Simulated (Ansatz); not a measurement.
Geometry optimisation, Ansatz, RKS PBE/def2-SVP.

The input (input.yaml):

```yaml
crystal:
  periodic: [false, false, false]
  atoms:
    - { symbol: W, position_ang: [0.217382, 0.286125, -0.501471] }
    - { symbol: O, position_ang: [-0.578177, -0.189789, 2.52975] }
    - { symbol: H, position_ang: [-0.921955, -0.522691, 3.379739] }
    - { symbol: F, position_ang: [2.01331, 0.125641, -1.075239] }
    - { symbol: F, position_ang: [0.072094, 1.92075, -1.402567] }
    - { symbol: O, position_ang: [-1.426446, 0.421756, 0.327241] }
    - { symbol: H, position_ang: [-1.423946, 0.222876, 1.332677] }
    - { symbol: F, position_ang: [0.486575, -1.41425, 0.244983] }
    - { symbol: F, position_ang: [-0.439666, -0.514991, -2.05624] }
    - { symbol: F, position_ang: [0.974704, 1.184304, 0.959648] }
    - { symbol: H, position_ang: [0.086925, 0.507569, 2.758578] }
basis:
  gaussian: { orbitals: def2-SVP }
hamiltonian:
  xc: pbe
relax:
  f_tol: 0.03
  max_steps: 50
```

Run as:

```bash
$ ansatz run input.yaml --threads 4 --pin off --max-ram 5120MiB --backend cpu --events-out ev --progress --plain --runs-dir out
```

**Question.** Where does it end, and by what steps?

**Answer.** It converged. After 16 steps the energy has fallen by 0.348 eV; H3 moved furthest, 1.52 Å.

| step | energy less start (eV) | largest force component (eV/Å) | accepted |
| --- | --- | --- | --- |
| 0 | 0.0000 | 1.436 | yes |
| 1 | -0.1338 | 0.431 | yes |
| 2 | -0.1735 | 0.601 | yes |
| 3 | -0.2188 | 0.454 | yes |
| 4 | -0.2470 | 0.636 | yes |
| 5 | -0.2791 | 0.156 | yes |
| 6 | -0.3073 | 0.135 | yes |
| 7 | -0.3275 | 0.107 | yes |
| 8 | -0.3271 | 0.752 | no |
| 9 | -0.3352 | 0.071 | yes |
| 10 | -0.3403 | 0.179 | yes |
| 11 | -0.3431 | 0.299 | yes |
| 12 | -0.3405 | 0.211 | no |
| 13 | -0.3461 | 0.032 | yes |
| 14 | -0.3470 | 0.046 | yes |
| 15 | -0.3475 | 0.048 | yes |
| 16 | -0.3476 | 0.014 | yes |

```xyz
11
Properties=species:S:1:pos:R:3
W 0.282 0.113 -0.581
O -0.898 0.079 2.913
H -1.220 0.960 3.190
F 1.970 0.597 -1.261
F -0.171 1.931 -0.718
O -1.184 -0.270 0.453
H -1.272 -0.195 1.497
F 0.885 -1.660 -0.602
F -0.527 -0.176 -2.233
F 1.136 0.428 1.116
H 0.059 0.220 2.724
```

Whether the end is a true minimum wasn't checked by a vibrational analysis.

Time of the run: 38 s on 4 threads of Arm Neoverse V2 (shared host), peak memory 0.22 GiB.
